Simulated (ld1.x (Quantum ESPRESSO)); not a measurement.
Transferability test, TM potential for neon

Ne (Z = 10), norm-conserving Troullier–Martins (Kleinman–Bylander form), made with ld1.x (Quantum ESPRESSO) 7.5 (Wu–Cohen, non-relativistic). Core [He], reference 2s2 2p4.5 (charge +1.5). Waves: 2s (bound): rc 0.70 bohr; 2p (bound): rc 0.95 bohr; 3d channel at 0.5 Ry: rc 0.75 bohr. Local part: all-electron potential smoothed inside 0.60 bohr (lloc = -2). Core correction: Bessel-smoothed model core, default radius (core density twice the valence density).

Energies are relative to the spin-unpolarised reference configuration 2s2 2p4.5; without spin polarisation the order of configurations can differ from experiment.

Problem. Give the all-electron excitation energy and the error of the potential for: 2s2 2p6; 2s2 2p5; 2s2 2p4; 2s1 2p6; 2s2 2p3; 2s2 2p2; 2s2 2p5.5.

Solution.

| valence configuration | charge | ΔE all-electron (eV) | error AE − PS (meV) |
| --- | --- | --- | --- |
| 2s2 2p6 | 0 | -41.298 | +10 |
| 2s2 2p5 | +1 | -18.819 | +2.7 |
| 2s2 2p4 | +2 | 24.459 | +5.4 |
| 2s1 2p6 | +1 | 4.282 | +48 |
| 2s2 2p3 | +3 | 91.901 | +86 |
| 2s2 2p2 | +4 | 186.536 | +386 |
| 2s2 2p5.5 | +0.5 | -32.430 | +7.3 |

Levels in the configuration 2s2 2p5:

| level | all-electron (eV) | pseudo (eV) |
| --- | --- | --- |
| 2s | -55.346 | -55.334 |
| 2p | -32.282 | -32.290 |
